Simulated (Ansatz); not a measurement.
`CBC=O` + HI → `CBI` + `C=O` at 700 K and 1 bar (ligand exchange at a B–C bond).

Isolated molecules relaxed with PBE0-D4/def2-TZVP in Ansatz; ΔE leaves out vibrations. CBS: MP2 limit from def2 TZ/QZ plus the TZ coupled-cluster correction, frozen cores. This one scheme is used for every species. Elements past krypton have def2 core potentials. For I outer-core shells are correlated without core-valence functions, which leaves a few kJ/mol of doubt a bond. Each species was taken in one conformer, which may not be the lowest.

| species | CCSD(T)/CBS energy (Eh) | H − E (kJ/mol) | S (J/(mol·K)) |
| --- | --- | --- | --- |
| `CBC=O` | -179.04425 | 236.0 | 403.2 |
| HI | -298.03592 | 34.6 | 231.7 |
| `CBI` | -362.71826 | 178.2 | 380.3 |
| `C=O` | -114.39408 | 97.4 | 254.3 |

H − E and S are ideal-gas, rigid-rotor, harmonic terms from PBE0-D4/def2-TZVP, for one conformer and one mirror image of each species. 1 Eh = 2625.50 kJ/mol, R = 8.31446 J/(mol·K).

Q: By hand: ΔE, ΔH, ΔS and ΔG.

A: ΔE = (-362.71826) + (-114.39408) − (-179.04425) − (-298.03592) = -0.03217 Eh = -84.5 kJ/mol. Δ(H − E) = 178.2 + 97.4 − 236.0 − 34.6 = 5.0, so ΔH = -79.5 kJ/mol. ΔS = 380.3 + 254.3 − 403.2 − 231.7 = -0.3 J/(mol·K). ΔG = -79.5 − 700 × (-0.3)/1000 = -79.3 kJ/mol.

Q: By hand: the equilibrium constant, and the temperature at which ΔG would vanish if ΔH and ΔS stayed fixed.

A: log₁₀ K = −ΔG/(RT ln 10) = 5.9. ΔG = 0 at ΔH/ΔS = 265000 K, far beyond where these terms or the molecules hold.

The number of gas molecules stays the same, so ΔS is small and ΔH decides. A doubt of 5 kJ/mol in ΔE shifts log₁₀ K by 0.4 here. Other conformers and mirror images would add mixing entropy, several J/(mol·K) or more a flexible species. Modes under 60 cm⁻¹, often nearly free rotors, make the harmonic entropy too high. These are equilibria of isolated gas molecules and say nothing of rates. Largest T1 diagnostic: 0.016 (customary marks: 0.02 for closed shells, 0.045 for open ones).
